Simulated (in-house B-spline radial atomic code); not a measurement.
Successive ionisation energies of caesium; each step leads to the configuration of the next row (after the last: [Kr] 4d8). Dirac energy differences include first-order Breit, QED and recoil terms. NIST's values go from ground level to ground level; the uncertainty of those that are theory runs from under 0.1 % in few-electron ions to several per cent in heavy many-electron ones. Computed with an all-electron radial atomic-structure program (B-spline basis): Dirac-Hartree-Fock, average of the configuration, finite nuclei.

```json
{"ion": "Cs", "configuration": "[Xe] 6s1", "ionisation energy (eV)": "3.47", "tabulated value (eV)": "3.893906", "computed minus tabulated (eV)": "-0.42", "highest orbital": "6s1/2", "largest mean radius (bohr)": "6.0845"}
{"ion": "Cs+", "configuration": "[Kr] 4d10 5s2 5p6", "ionisation energy (eV)": "22.79", "tabulated value (eV)": "23.15745", "computed minus tabulated (eV)": "-0.37", "highest orbital": "5p3/2", "largest mean radius (bohr)": "2.1068"}
{"ion": "Cs2+", "configuration": "[Kr] 4d10 5s2 5p5", "ionisation energy (eV)": "?", "tabulated value (eV)": "?", "computed minus tabulated (eV)": "?", "highest orbital": "?", "largest mean radius (bohr)": "?"}
{"ion": "Cs3+", "configuration": "[Kr] 4d10 5s2 5p4", "ionisation energy (eV)": "?", "tabulated value (eV)": "?", "computed minus tabulated (eV)": "?", "highest orbital": "?", "largest mean radius (bohr)": "?"}
{"ion": "Cs4+", "configuration": "[Kr] 4d10 5s2 5p3", "ionisation energy (eV)": "55.85", "tabulated value (eV)": "56", "computed minus tabulated (eV)": "-0.15", "highest orbital": "5p3/2", "largest mean radius (bohr)": "1.889"}
{"ion": "Cs5+", "configuration": "[Kr] 4d10 5s2 5p2", "ionisation energy (eV)": "68.01", "tabulated value (eV)": "69.1", "computed minus tabulated (eV)": "-1.09", "highest orbital": "5p3/2", "largest mean radius (bohr)": "1.8345"}
{"ion": "Cs6+", "configuration": "[Kr] 4d10 5s2 5p1", "ionisation energy (eV)": "?", "tabulated value (eV)": "?", "computed minus tabulated (eV)": "?", "highest orbital": "?", "largest mean radius (bohr)": "?"}
{"ion": "Cs7+", "configuration": "[Kr] 4d10 5s2", "ionisation energy (eV)": "108.34", "tabulated value (eV)": "110.1", "computed minus tabulated (eV)": "-1.76", "highest orbital": "5s1/2", "largest mean radius (bohr)": "1.569"}
{"ion": "Cs8+", "configuration": "[Kr] 4d10 5s1", "ionisation energy (eV)": "123.76", "tabulated value (eV)": "125.61", "computed minus tabulated (eV)": "-1.85", "highest orbital": "5s1/2", "largest mean radius (bohr)": "1.5359"}
{"ion": "Cs9+", "configuration": "[Kr] 4d10", "ionisation energy (eV)": "209.68", "tabulated value (eV)": "213.3", "computed minus tabulated (eV)": "-3.62", "highest orbital": "4d5/2", "largest mean radius (bohr)": "0.81642"}
{"ion": "Cs10+", "configuration": "[Kr] 4d9", "ionisation energy (eV)": "236.15", "tabulated value (eV)": "233", "computed minus tabulated (eV)": "3.15", "highest orbital": "4d5/2", "largest mean radius (bohr)": "0.80113"}
```

Fill in the row of Cs2+.

ionisation energy (eV): 33.19; tabulated value (eV): 33.195; computed minus tabulated (eV): -0.01; highest orbital: 5p3/2; largest mean radius (bohr): 2.0217.

Fill in the row of Cs3+.

ionisation energy (eV): 44.23; tabulated value (eV): 43; computed minus tabulated (eV): 1.23; highest orbital: 5p3/2; largest mean radius (bohr): 1.9506.

Fill in the row of Cs6+.

ionisation energy (eV): 80.67; tabulated value (eV): 82.9; computed minus tabulated (eV): -2.23; highest orbital: 5p3/2; largest mean radius (bohr): 1.7856.

Where is the largest jump?

From Cs to Cs+, by a factor of 6.56 (3.4747 to 22.785 eV); the highest orbital goes from 6s1/2 to 5p3/2.

Where a p, d or f electron is removed, the computed value is a mean over both j, so it misses the tabulated one by a part of the spin-orbit splitting; averaging over terms and missing correlation add to the gap, relatively most at low charge.
